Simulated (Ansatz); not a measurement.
All values below come from Ansatz (an electronic-structure program) with frozen-core CCSD(T)/cc-pVTZ // B3LYP-D3(BJ)/def2-TZVP. The geometry is that of the parent before the electron was removed.

Ansatz 0.2 input:
```yaml
crystal:
  periodic: [false, false, false]
  atoms:
    - { symbol: S, position_ang: [1.652967, -0.579129, 0.02756] }
    - { symbol: Al, position_ang: [-0.475217, -0.171887, -0.024631] }
    - { symbol: Br, position_ang: [-1.260615, 1.933387, 0.052878] }
    - { symbol: Br, position_ang: [-1.890762, -1.90802, -0.158586] }
    - { symbol: H, position_ang: [1.973628, 0.72565, 0.102778] }
basis:
  gaussian: { orbitals: cc-pVTZ }
correlation:
  method: ccsd_t
total_charge: 1
magnetization:
  spin_polarized: true
  initial_magnetization: 1
```

Output:

```
Functional definition: HF
1053 factors; integrals over basis functions are off by at most 1.1e-3 eV
mean field evaluation 1: about -157411.3224 eV, gradient 1.7e1 eV
mean field evaluation 2: about -157411.3313 eV, gradient 1.7e1 eV
mean field evaluation 4: about -157413.4833 eV, gradient 2.1e0 eV
mean field evaluation 8: about -157413.5612 eV, gradient 6.6e-3 eV
mean field evaluation 16: about -157413.4723 eV, gradient 2.1e0 eV
mean field evaluation 32: about -157412.6677 eV, gradient 1.5e-5 eV
mean field evaluation 64: about -157412.3538 eV, gradient 2.2e0 eV
mean field evaluation 96: about -157412.2761 eV, gradient 5.4e-4 eV
mean field evaluation 128: about -157411.8534 eV, gradient 7.5e-1 eV
mean field evaluation 160: about -157411.9795 eV, gradient 1.5e0 eV
mean field evaluation 192: about -157410.6883 eV, gradient 2.2e-1 eV
mean field evaluation 224: about -157412.4750 eV, gradient 9.1e-1 eV
mean field evaluation 256: about -157412.6677 eV, gradient 4.3e-3 eV
mean field evaluation 288: about -157411.5304 eV, gradient 1.0e0 eV
mean field evaluation 320: about -157411.4644 eV, gradient 1.5e0 eV
mean field -157413.56116522 eV, -5784.8416740779 hartree, gradient 1.2e-6 eV, S^2 0.763208; 11 other end points of the search recorded, 0 dependent functions left out
determinant -157413.56116522 eV, -5784.8416740779 hartree, with singles and doubles -157432.34106562 eV, -5785.5318226882 hartree
determinant -157412.66770042 eV, -5784.8088398520 hartree, with singles and doubles -157431.58698230 eV, -5785.5041106371 hartree
determinant -157412.61741966 eV, -5784.8069920681 hartree, with singles and doubles -157431.59844475 eV, -5785.5045318746 hartree
determinant -157412.27609034 eV, -5784.7944484472 hartree, with singles and doubles -157431.59806659 eV, -5785.5045179775 hartree
determinant -157412.22219003 eV, -5784.7924676473 hartree, with singles and doubles -157431.36280103 eV, -5785.4958721274 hartree
determinant -157411.96921542 eV, -5784.7831710016 hartree, with singles and doubles -157431.34364551 eV, -5785.4951681750 hartree
determinant -157410.68971169 eV, -5784.7361501071 hartree, with singles and doubles -157430.12501439 eV, -5785.4503843074 hartree
28 core orbitals not correlated
reference -157413.56116522 eV, -5784.8416740779 hartree; 22, 21 occupied and 118, 119 virtual orbitals, 1053 factors
second order -17.63992108 eV of doubles, -0.00000000 eV of singles
cycle   1  -18.78344247 eV  change   -3.5e-3 eV  update   6.3e-3
cycle   2  -18.78449201 eV  change   -1.0e-3 eV  update   4.3e-3
cycle   3  -18.78458596 eV  change   -9.4e-5 eV  update   4.4e-3
cycle   4  -18.78660664 eV  change   -2.0e-3 eV  update   7.5e-4
cycle   5  -18.78782783 eV  change   -1.2e-3 eV  update   4.4e-4
cycle   6  -18.78786972 eV  change   -4.2e-5 eV  update   7.8e-5
cycle   7  -18.78796716 eV  change   -9.7e-5 eV  update   5.2e-5
cycle   8  -18.78790309 eV  change    6.4e-5 eV  update   3.9e-5
cycle   9  -18.78786358 eV  change    4.0e-5 eV  update   2.7e-5
perturbative correction -0.77850434 eV, -0.0286095068 hartree
Total energy: -157433.12753314 eV, -5785.5607248365 hartree
```

Cost: very roughly 24 core-minutes.
